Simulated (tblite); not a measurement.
Species: C₅H₈N₂OSi.
Cartesian coordinates in Å at the GFN2-xTB level; atoms count from 1:
```xyz
17
C5H8N2OSi angstrom
C      3.0290    0.4328    0.2399
C      1.7955   -0.3172   -0.1456
C      1.9138   -1.7455   -0.1075
N      1.9789   -2.8894   -0.0819
N      0.7312    0.2682   -0.4790
Si    -0.8348   -0.2008   -1.0002
C     -1.9518    0.6418    0.3159
C     -3.3396    0.4908   -0.1496
O     -3.9293    1.2642   -0.8578
H      3.3353    0.1525    1.2476
H      3.8428    0.1723   -0.4368
H      2.8385    1.5011    0.1933
H     -1.1639   -1.6283   -1.0672
H     -0.9481    0.4594   -2.2947
H     -1.8073    0.1723    1.2858
H     -1.6750    1.6928    0.3629
H     -3.8221   -0.4551    0.1734
```

Computed with GFN2-xTB (tblite): harmonic, unscaled wavenumbers at the GFN2-xTB geometry, gas phase. Against measured fundamentals such values can be off by several per cent, at times by over 20. Modes of hydrogen on silicon can be 10 to 20 % off. One conformer, not necessarily the lowest.

Harmonic wavenumbers (cm⁻¹): 32.1, 36.6, 65.8, 89.6, 102.0, 120.1, 189.6, 225.1, 231.5, 264.9, 367.5, 481.6, 501.4, 556.7, 582.9, 614.9, 674.1, 690.6, 727.7, 775.4, 832.2, 876.2, 921.5, 990.0, 1033.0, 1051.2, 1133.5, 1139.3, 1190.9, 1371.0, 1393.4, 1441.9, 1442.7, 1443.2, 1708.9, 1763.7, 2237.1, 2323.9, 2363.4, 2732.2, 3006.8, 3010.2, 3019.0, 3020.1, 3064.3.

A = 3272, B = 584.2, C = 529.7 MHz; mass 140.041 u (most abundant isotopes); point group C1, symmetry number 1.

**Question.** What is the zero-point energy?

**Answer.** ½Σν̃ = 25920 cm⁻¹ = 74.11 kcal/mol.

**Question.** What is S at 500 K and 1 bar for an ideal gas of classical rigid rotors and harmonic oscillators?

**Answer.** Translation 43.32, rotation 31.68, vibration 60.28: S = 135.3 cal/(mol K).

**Question.** And Cp and H(500 K) − H(0)?

**Answer.** Cp = 56.32 cal/(mol K), of which vibrations give 48.37 (their classical limit is 45 R = 89.4); H(500 K) − H(0) = 17.91 kcal/mol without the zero-point energy, 13.94 from vibrations.

**Question.** What must be added to the electronic energy to get the Gibbs energy at 500 K and 1 bar?

**Answer.** ZPE + [H(500 K) − H(0)] − T·S = 74.11 + 17.91 − 67.64 = 24.38 kcal/mol.

**Question.** Blend soft modes into free rotors: weight 1/[1 + (100 cm⁻¹/ν̃)⁴] for the oscillator and the rest for a rotor with moment μB/(μ + B), μ = h/(8π²ν), B = 10⁻⁴⁴ kg m². What vibrational entropy results?

**Answer.** 53.14 cal/(mol K) in place of 60.28, which changes −T·S at 500 K by +3.57 kcal/mol.

Hindered rotation and anharmonicity are outside this model. Other conformers, if any are populated, would add a mixing term that is left out. The structure is chiral; the term R ln 2 for an equal mix with its mirror image is left out.
